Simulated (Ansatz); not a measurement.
A nudged elastic band was laid between two geometries of F4Si + H (6 atoms, charge 0, multiplicity 2).

Method: UKS B3LYP-D4/cc-pVDZ in Ansatz.

- movable images: 9
- climbing image: yes
- spring: 5.0 eV/Å²
- optimiser: quadratic models (default)
- start path: through a guess of the saddle point
- force threshold: 0.2 eV/Å
- iteration limit: 60
- end points: relaxed

First end point:

```xyz
6
Properties=species:S:1:pos:R:3
Si 0.011 0.000 -0.179
F 0.064 0.000 1.433
F 1.513 0.000 -0.766
F -0.767 1.316 -0.691
F -0.767 -1.316 -0.691
H -0.052 0.000 4.206
```

Last end point:

```xyz
6
Properties=species:S:1:pos:R:3
Si -0.003 0.000 -0.286
F 0.008 0.000 2.680
F 1.517 0.000 -0.906
F -0.768 1.319 -0.893
F -0.768 -1.319 -0.893
H 0.016 0.000 3.610
```

Task: What changes between the two ends?

Result: Bonds broken: Si1–F2. Bonds formed: F2–H6. F4Si + H becomes F3Si + FH.

Task: What energy profile does the band end with?

Result: The run converged. The highest image is number 5 of 0 to 10, 1.54 eV above the first end and 0.91 eV above the last; the last end lies 0.63 eV above the first. The threshold of 0.2 eV/Å is loose, so the images may lie well off the minimum-energy path. Another band between the same ends (9 images) ends at a top of the same energy, where a vibrational analysis finds 3 clearly imaginary modes.

```csv
image,path coordinate (Å),energy (eV),Si1–F2 (Å),F2–H6 (Å)
0,0.00,0.00,1.61,2.78
1,0.28,0.01,1.61,2.48
2,0.55,0.04,1.61,2.19
3,0.83,0.17,1.61,1.88
4,1.11,0.63,1.67,1.52
5,1.38,1.54,1.92,1.15
6,1.61,1.08,2.19,0.95
7,1.84,0.83,2.39,0.93
8,2.07,0.70,2.58,0.93
9,2.31,0.64,2.77,0.93
10,2.54,0.63,2.97,0.93
```

Task: What is the geometry of the highest image?

Result: 
```xyz
6
Properties=species:S:1:pos:R:3:forces:R:3
Si -0.001 0.000 0.015 0.00 0.00 -0.06
F 0.007 0.000 1.932 0.00 0.00 0.00
F 1.521 0.000 -0.581 -0.02 0.00 0.01
F -0.767 1.321 -0.568 0.01 -0.02 0.01
F -0.767 -1.321 -0.568 0.01 0.02 0.01
H 0.009 0.000 3.082 0.00 0.00 0.02
```

The run took 110 s on 2 threads of Intel(R) Xeon(R) 6975P-C (Granite Rapids), with other jobs on the host, peak memory 0.23 GiB.
